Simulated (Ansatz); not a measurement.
The same molecule with X = O, S, Se. Ansatz, PBE0-D4/def2-TZVP geometries, multiplicity 1. Each molecule was computed in one conformer, which needn't be the lowest.

Elements past krypton have def2 core potentials. Scalar relativity is left out up to krypton.

| X | molecule | mean X–H bond length / Å | mean X–Hf bond length / Å | HOMO–LUMO gap (ωB97M-V/def2-TZVPP) / eV | HOMO–LUMO gap (PBE/def2-TZVPP) / eV | HOMO energy (PBE0/def2-TZVPP) / eV |
| --- | --- | --- | --- | --- | --- | --- |
| O | `[OH][Hf]([Cl])([Cl])[Cl]` | 0.952 | 1.881 | 12.21 | 5.68 | -9.30 |
| S | `[SH][Hf]([Cl])([Cl])[Cl]` | 1.349 | 2.414 | 10.20 | 3.94 | -8.25 |

(1) Give the row for X = Se, `[Cl][Hf]([Cl])([Cl])[SeH]`. (Estimate.)

Answers

(1) Ansatz gave: 
```
 X                     molecule  mean X–H bond length / Å  mean X–Hf bond length / Å  HOMO–LUMO gap (ωB97M-V/def2-TZVPP) / eV  HOMO–LUMO gap (PBE/def2-TZVPP) / eV  HOMO energy (PBE0/def2-TZVPP) / eV
Se  `[Cl][Hf]([Cl])([Cl])[SeH]`                     1.475                      2.550                                     9.61                                 3.53                               -7.78
```

From O to Se the mean X–H bond length rises at each step, by 0.523 Å in all; the mean X–Hf bond length rises at each step, by 0.669 Å in all; the HOMO–LUMO gap (ωB97M-V/def2-TZVPP) falls at each step, by 2.60 eV in all; the HOMO–LUMO gap (PBE/def2-TZVPP) falls at each step, by 2.15 eV in all; the HOMO energy (PBE0/def2-TZVPP) rises at each step, by 1.52 eV in all. Bonds lengthen as the atom grows down the group.

Spin–orbit coupling is left out; it splits and shifts lone-pair levels of the heavy atoms by tenths of an eV.
